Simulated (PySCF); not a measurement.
# RhCl₂: fields on a plane

These are results of PySCF, UPBE, basis Rh def2-SVP with ECP28, Cl def2-SVP (scalar-relativistic core potentials, no spin–orbit coupling, density fitting), not measurements.

The quartet minimum has Rh–Cl 2.231 Å (×2); Cl–Rh–Cl 180.0°.

The plane holds Rh1 at (0.00, 0.00), Cl2 at (2.23, 0.00), Cl3 at (-2.23, 0.00) Å. Columns run from x = -4.35 to 4.65 Å, rows from y = 2.25 (top) to -1.95 Å, in steps of 0.3 Å. Other isomers or separated fragments may lie lower. Core electrons replaced by a potential are absent, the electrostatic potential uses the reduced nuclear charge, and values within about 0.7 Å of such atoms have no physical meaning.

Q: Give the spin density (e/Å³) (cut at ±0.5 e/Å³). Lower edges of the bins (e/Å³): '0' -0.009, '1' 0.042, '2' 0.093, '3' 0.144, '4' 0.195, '5' 0.246, '6' 0.296, '7' 0.347, '8' 0.398, '9' 0.449; top 0.50.

A: 
```
0000000000000000000000000000000
0000000000000000000000000000000
0000000000000000000000000000000
0000000000000000000000000000000
0000000000001221100000000000000
0000001210002653310001210000000
0000012210005996940001221000000
0000010800008975980000801000000
0000010800008957980000801000000
0000012210004969950001221000000
0000001210001335620001210000000
0000000000000112210000000000000
0000000000000000000000000000000
0000000000000000000000000000000
0000000000000000000000000000000
```

Q: Give the electrostatic potential (V) (cut at 20 V). Every second row and column.

A: 
```
-0.1 -0.1 -0.1 -0.1  0.0  0.2  0.5  0.7  0.6  0.3  0.1 -0.1 -0.1 -0.1 -0.1 -0.1
-0.1 -0.2 -0.2  0.0  0.1  0.5  1.4  2.0  1.7  0.8  0.2  0.1 -0.1 -0.2 -0.1 -0.1
-0.1 -0.1  0.9  4.5  5.0  2.6  5.7 10.8  8.2  3.3  3.3  5.7  2.5  0.2 -0.1 -0.1
-0.1  0.4  6.9 20.0 20.0 11.3 20.0 20.0 20.0 11.3 20.0 20.0 20.0  1.9  0.0 -0.1
-0.1  0.6 10.7 20.0 20.0 16.6 20.0 20.0 20.0 15.4 20.0 20.0 20.0  2.7  0.0 -0.1
-0.1  0.1  3.1 17.6 19.1  5.8 11.8 20.0 20.0  6.7 10.3 20.0  8.5  0.9 -0.1 -0.1
-0.1 -0.1  0.1  0.9  1.1  1.1  2.5  4.2  3.7  1.7  1.0  1.2  0.4 -0.1 -0.1 -0.1
-0.1 -0.1 -0.2 -0.2  0.0  0.3  0.7  1.1  1.0  0.5  0.1 -0.1 -0.2 -0.2 -0.1 -0.1
```

Open d and f shells are described by one determinant, and the ground state may have another occupation or spin.
